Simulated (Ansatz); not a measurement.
Reaction (formal hydrolysis of a C–Al bond): `N#[C][AlH][OH]` + H₂O → `N#CO` + `[OH][AlH2]`

Gas-phase electronic energies from Ansatz, PBE0-D4/def2-TZVP geometries. CCSD(T)/CBS is the MP2 limit (def2-TZVPP, def2-QZVPP) plus CCSD(T) − MP2 in def2-TZVPP, frozen cores. This one scheme is used for every species. DFT in def2-TZVPP. B3LYP here is the variant with VWN-RPA as its local correlation; programs differ in this. Each species was taken in one conformer, which may not be the lowest.

`N#[C][AlH][OH]`:

```xyz
6

N    -1.123   -0.634   -2.471
C    -0.636   -0.465   -1.440
Al    0.199   -0.272    0.289
O     0.188    1.301    0.880
H     0.815   -1.511    1.026
H     0.556    1.581    1.716
```

H₂O:

Cartesian coordinates in Å:
```
O -0.261 0.165 -0.237
H 0.194 -0.671 -0.360
H 0.067 0.506 0.598
```

`N#CO`:

```xyz
4

N    -0.948   -1.116   -0.685
C    -0.177   -0.414   -0.192
O     0.730    0.319    0.358
H     0.394    1.211    0.519
```

`[OH][AlH2]`:

Z-matrix (Å, degrees):
```
Al
O 1 1.696
H 1 1.585 2 119.7
H 1 1.577 2 116.0 3 -180.0
H 2 0.956 1 123.4 3 -0.0
```

CCSD(T)/CBS gives +170.0 kJ/mol.

Another level gave +148.9 kJ/mol. Which?
A. PBE/def2-TZVPP
B. B3LYP-D4/def2-TZVPP
C. BLYP-D4/def2-TZVPP
D. CCSD/def2-TZVPP

B. B3LYP-D4 148.9, CCSD/def2-TZVPP 164.2, PBE 134.6, BLYP-D4 144.6 kJ/mol.

What do rigid-rotor, harmonic-oscillator terms from PBE0-D4/def2-TZVP frequencies (298.15 K, 1 bar) make of the CCSD(T)/CBS value? (Best estimate.)

Ansatz gave: ΔZPE = -4.1 kJ/mol, ΔH = +162.5 kJ/mol, ΔS = -1 J/(mol·K), ΔG = +162.7 kJ/mol.

Largest T1 diagnostic among the species: 0.014.

In def2-TZVPP, CCSD(T) changes the Hartree–Fock value by +7.3 kJ/mol (the triples alone add −0.6 kJ/mol) and MP2 by +13.4 kJ/mol. Leaving LDA and LC-ωPBE aside and taking each functional with its dispersion term where it has one, the values, not all of them listed here, spread over 20.4 kJ/mol, from PBE-D4 to B2PLYP. LDA lies −13.7 kJ/mol from PBE without D4.
